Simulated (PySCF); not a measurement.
**Nb (niobium, neutral) across methods**

[Kr] 4d3 5s1 5p1, one real determinant (an excited configuration). Computed with PySCF 2.14 in x2c-TZVPPall (8s6p6d2f1g, 79 functions), with scalar relativity by spin-free X2C-1e.

```json
{"method": "r2SCAN", "E (hartree)": "-3819.25", "mean ε 4d α (eV)": "-7.074", "mean ε 5s α (eV)": "-6.178", "mean ε 5p α (eV)": "-2.535", "Σ⟨r²⟩ (bohr²)": "71.35", "⟨S²⟩": "8.752"}
{"method": "PBE0", "E (hartree)": "-3818.93", "mean ε 4d α (eV)": "-7.996", "mean ε 5s α (eV)": "-6.695", "mean ε 5p α (eV)": "-3.041", "Σ⟨r²⟩ (bohr²)": "71.37", "⟨S²⟩": "8.751"}
{"method": "PBE", "E (hartree)": "-3818.85", "mean ε 4d α (eV)": "-6.409", "mean ε 5s α (eV)": "-5.896", "mean ε 5p α (eV)": "-2.435", "Σ⟨r²⟩ (bohr²)": "71.59", "⟨S²⟩": "8.751"}
```

(1) Estimate the same row for UHF.

⟨L²⟩ = 13.93 against 20 for a pure G term, so this real determinant mixes terms.

Results:

(1) E (hartree) = -3817.17919; mean ε 4d α (eV) = -11.593; mean ε 5s α (eV) = -8.696; mean ε 5p α (eV) = -4.733; Σ⟨r²⟩ (bohr²) = 72.71; ⟨S²⟩ = 8.755.
